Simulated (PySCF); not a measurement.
SMILES [GeH3][CH2]c1ccccc1 (GFN2-xTB optimised geometry):

```
18

Ge    -1.725    -2.548     1.888
C     -1.473    -1.932     0.023
C     -0.715    -0.646     0.000
C     -1.381     0.573     0.016
C     -0.676     1.763     0.016
C      0.708     1.751     0.006
C      1.382     0.542     0.000
C      0.675    -0.646     0.000
H     -2.466    -3.851     1.937
H     -0.410    -2.743     2.570
H     -2.501    -1.550     2.684
H     -2.452    -1.808    -0.443
H     -0.934    -2.703    -0.530
H     -2.463     0.585     0.024
H     -1.209     2.703     0.025
H      1.259     2.680     0.005
H      2.463     0.525    -0.004
H      1.203    -1.591    -0.005
```

Calculation: PBE0/def2-SVP in PySCF.

Question: What are the frontier orbital energies and the dipole moment?

Answer: HOMO-2 -9.21 eV, HOMO-1 -7.28 eV, HOMO -6.76 eV, LUMO -0.08 eV, LUMO+1 -0.06 eV; dipole moment 0.46 D.

Meta-Löwdin charges at PBE0/def2-SVP: Ge1 0.36, C2 -0.37, C3 0.02, C4 -0.13, C5 -0.10, C6 -0.12, C7 -0.10, C8 -0.13, H9 -0.07, H10 -0.06, H11 -0.06, H12 0.11, H13 0.11, H14 0.10, H15 0.11, H16 0.11, H17 0.11, H18 0.10.
